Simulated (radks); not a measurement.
Lu3+, configuration [Xe] 4f13.5 5f0.5 (fractional occupations, a model configuration). Calculated with a radial shooting solver on a logarithmic mesh with Libxc functionals: Dirac Kohn-Sham, PBEsol, spin-unpolarised, spherical densities, finite nucleus; open shells fill j = l - 1/2 first; Fermi nuclear charge, rms radius 5.37 fm.

Normalised radial functions P(r) = r R(r) (large component), r in bohr:

```
   r/bohr * 5s1/2, o 4f5/2, + 5f7/2 (the largest magnitude, 1.21, reaches the edge; | marks zero, & curves that meet)
 0.001136                             &*
 0.001565                             & *
 0.002137                             & *
 0.002944                             &  *
 0.004021                             &  *
 0.005538                             &   *
 0.007566                             &   *
  0.01042                             &   *
  0.01423                             &  *
   0.0196                             &*
  0.02678                            *&
  0.03688                         *   &
  0.05038                       *     &
  0.06938                        *    +o
  0.09478                             +* o
   0.1305                             |+    o*
   0.1783                             |+      *  o
   0.2456                            *| +               o
   0.3355                 *           |  +                    o
    0.462                   *         |  +                       o
   0.6312                             | +   *                  o
   0.8692                             |+                 o  *
    1.188                            +|           o          *
    1.635                         +   |     o       *
    2.234                      +      |  o *
    3.077                   +         |&
    4.203                  +          &
    5.788                    +        &
    7.908                         +   &
    10.89                            +&
    14.88                             &
```

5s1/2: eigenvalue -93.073 eV, 4 radial nodes at r = 0.0232, 0.0923, 0.240, 0.566 bohr, <r> = 1.16 bohr, 90 % of the charge inside 1.66 bohr. 4f5/2: eigenvalue -44.103 eV, 0 radial nodes, <r> = 0.693 bohr, 90 % of the charge inside 1.18 bohr. 5f7/2 (empty): eigenvalue -10.691 eV, 1 radial node at r = 1.04 bohr, <r> = 4.62 bohr, 90 % of the charge inside 6.74 bohr.
